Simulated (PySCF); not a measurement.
# C₆ coefficients of unlike pairs at M06-L

Calculated with PySCF 2.14 from the dipole response of each species, C₆(A,B) = (3/π) ∫ α_A(iu) α_B(iu) du, in atomic units, from isotropic polarisabilities. For ions this is the dispersion term alone; charge-induced terms of lower order in 1/R come first.

```json
{"species": "B", "configuration": "[He] 2s2 2p1 (2P)", "basis": "dyall-acv3z (15s9p4d2f)", "relativity": "spin-free X2C", "α (bohr³)": "21.80", "C₆ (like pair)": "107.7"}
{"species": "Os⁺", "configuration": "[Xe] 4f14 5d6 6s1 (6D)", "basis": "aug-cc-pVTZ-PP with one added diffuse shell each of s, p, d, f, g type with ECP60MDF (7s7p6d4f3g)", "relativity": "core potential", "α (bohr³)": "28.94", "C₆ (like pair)": "243.3"}
{"species": "Pd⁺", "configuration": "[Kr] 4d9 (2D)", "basis": "aug-cc-pwCVDZ-PP with ECP28MDF (6s6p5d3f)", "relativity": "core potential", "α (bohr³)": "10.32", "C₆ (like pair)": "60.04"}
{"species": "F⁺", "configuration": "[He] 2s2 2p4 (3P)", "basis": "x2c-TZVPPall with one added diffuse shell each of s, p, d type (6s4p3d1f)", "relativity": "spin-free X2C", "α (bohr³)": "1.794", "C₆ (like pair)": "3.295"}
```

Estimate C₆ for Pd⁺ with B.

The integral gives 71.54. The combination rule 2 C_A C_B / (C_A α_B/α_A + C_B α_A/α_B) gives 72.74 and the geometric mean 80.43.

No spin-orbit coupling is included.

The other pairs:

```tsv
pair	C₆
F⁺, B	14.84
F⁺, Os⁺	25.18
F⁺, Pd⁺	13.80
Pd⁺, Os⁺	116.0
Os⁺, B	158.9
```
